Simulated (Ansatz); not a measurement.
Geometry optimisation, RKS PBE0-D4/def2-SVP in Ansatz.

The input (input.yaml):

```yaml
crystal:
  periodic: [false, false, false]
  atoms:
    - { symbol: "N", position_ang: [0.6756, 0.7598, 1.9841] }
    - { symbol: C, position_ang: [0.3959, -0.1992, 0.9465] }
    - { symbol: F, position_ang: [1.587, -0.7049, 0.6338] }
    - { symbol: C, position_ang: [-0.1205, 0.4343, -0.3122] }
    - { symbol: Si, position_ang: [-0.6379, -0.8352, -1.6373] }
    - { symbol: H, position_ang: [-0.18, 1.4332, 2.046] }
    - { symbol: H, position_ang: [1.4368, 1.3829, 1.6739] }
    - { symbol: H, position_ang: [-0.1829, -0.9863, 1.3427] }
    - { symbol: H, position_ang: [0.5216, 1.1513, -0.7023] }
    - { symbol: H, position_ang: [-1.1007, 0.985, -0.0328] }
    - { symbol: H, position_ang: [-1.2923, -0.1361, -2.7453] }
    - { symbol: H, position_ang: [-1.5917, -1.7982, -1.0507] }
    - { symbol: H, position_ang: [0.5094, -1.5215, -2.1314] }
basis:
  gaussian: { orbitals: def2-SVP }
hamiltonian:
  xc: pbe0
  dispersion: d4
relax:
  f_tol: 0.015
  max_steps: 40
```

Command:

```bash
$ ansatz run input.yaml --threads 2 --pin off --max-ram 3072MiB --backend cpu --events-out ev --progress --plain --runs-dir out
```

Question: Where does it end, and by what steps?

Answer: It converged. After 26 steps the energy has fallen by 0.821 eV; H6 moved furthest, 1.44 Å.

| step | energy less start (eV) | largest force component (eV/Å) | accepted |
| --- | --- | --- | --- |
| 0 | 0.0000 | 4.393 | yes |
| 1 | -0.4706 | 1.011 | yes |
| 2 | -0.5291 | 0.373 | yes |
| 3 | -0.5490 | 0.354 | yes |
| 4 | -0.5567 | 1.048 | yes |
| 5 | -0.5495 | 1.207 | no |
| 6 | -0.5980 | 0.151 | yes |
| 7 | -0.6044 | 0.241 | yes |
| 8 | -0.6090 | 0.180 | yes |
| 9 | -0.6043 | 0.848 | no |
| 10 | -0.6171 | 0.101 | yes |
| 11 | -0.6216 | 0.329 | yes |
| 12 | -0.6256 | 0.422 | yes |
| 13 | -0.6313 | 0.261 | yes |
| 14 | -0.6290 | 0.248 | no |
| 15 | -0.6352 | 0.053 | yes |
| 16 | -0.6374 | 0.064 | yes |
| 17 | -0.6399 | 0.276 | yes |
| 18 | -0.6713 | 0.305 | yes |
| 19 | -0.7811 | 0.946 | yes |
| 20 | -0.7038 | 2.547 | no |
| 21 | -0.8124 | 0.273 | yes |
| 22 | -0.8171 | 0.116 | yes |
| 23 | -0.8198 | 0.050 | yes |
| 24 | -0.8201 | 0.038 | yes |
| 25 | -0.8204 | 0.065 | yes |
| 26 | -0.8207 | 0.012 | yes |

```xyz
13
Properties=species:S:1:pos:R:3
N 0.547 1.029 1.837
C 0.155 -0.007 0.971
F 1.186 -0.946 0.760
C -0.273 0.502 -0.390
Si -0.526 -0.871 -1.669
H 0.833 0.679 2.748
H 1.305 1.584 1.445
H -0.659 -0.581 1.448
H 0.494 1.195 -0.778
H -1.200 1.087 -0.283
H -1.267 -0.309 -2.841
H -1.344 -1.973 -1.076
H 0.770 -1.424 -2.156
```

Whether the end is a true minimum wasn't checked by a vibrational analysis.

Run time: 3.1 min on 2 threads of Intel(R) Xeon(R) Processor @ 2.50GHz (Skylake/Cascade Lake), with other jobs on the host, peak memory 0.27 GiB.
